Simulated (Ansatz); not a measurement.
Job for Ansatz (an electronic-structure program): R-CCSD(T)/aug-cc-pVTZ on H2 (SMILES [H][H]) with ghost functions, monomers drawn apart or pushed together.

Ansatz 0.2 input:
```yaml
crystal:
  periodic: [false, false, false]
  atoms:
    - {symbol: H, position_ang: [0.60254570, 0.07167739, 3.50573132]}
    - {symbol: H, position_ang: [-0.14204778, 0.03328245, 3.53860886]}
basis:
  gaussian:
    orbitals: aug-cc-pVTZ
    ghost_atoms:
      - {symbol: F, position_ang: [0.06905009, 0.09156726, -0.12665757]}
      - {symbol: H, position_ang: [0.10900559, 0.08216204, 0.79901166]}
magnetization: {spin_polarized: false}
correlation: {method: ccsd_t, electrons: outside_noble_gas}
scf: {lower_state_search: off}
```

Output:

```
WARN ansatz: RAYON_NUM_THREADS=2 ignored (pool sized by the plan → 2); use --threads N
Functional definition: HF
these checks for a lower state are left out or cut short: stability, starts, cluster_reference, orbital_swaps, neighbouring_geometries, increment
integrals: 0.16 GiB planned
645 factors; integrals over basis functions are off by at most 1.6e-3 eV
mean field: 0.12 GiB planned
mean field evaluation 1: about -30.7394 eV, gradient 3.6e0 eV
mean field evaluation 2: about -30.7393 eV, gradient 3.6e0 eV
mean field evaluation 4: about -30.8296 eV, gradient 6.8e-2 eV
mean field evaluation 8: about -30.8296 eV, gradient 1.7e-7 eV
mean field -30.82963416 eV, -1.1329681582 hartree, gradient 1.7e-7 eV, S^2 0.000000; 0 other end points of the search recorded, 0 dependent functions left out
reference -30.82963416 eV, -1.1329681582 hartree; 1, 1 occupied and 114, 114 virtual orbitals, 645 factors
second order -0.87149022 eV of doubles, -0.00000000 eV of singles
coupled cluster: 0.45 GiB planned
cycle   1  -1.01382144 eV  change   -1.4e-1 eV  update   2.6e-2
cycle   2  -1.07911539 eV  change   -6.5e-2 eV  update   9.1e-3
cycle   3  -1.07973038 eV  change   -6.1e-4 eV  update   1.1e-3
cycle   4  -1.07984222 eV  change   -1.1e-4 eV  update   1.7e-4
cycle   5  -1.07980415 eV  change    3.8e-5 eV  update   3.7e-5
cycle   6  -1.07979489 eV  change    9.3e-6 eV  update   8.5e-6
cycle   7  -1.07979605 eV  change   -1.2e-6 eV  update   2.2e-6
perturbative correction 0.00000000 eV, 0.0000000000 hartree
Total energy: -31.90943021 eV, -1.1726499312 hartree
Checks for a lower state left out: stability, starts, cluster_reference, orbital_swaps, neighbouring_geometries, increment
```

The run converged.

Cost: about 1.2 core-seconds (a rough figure).
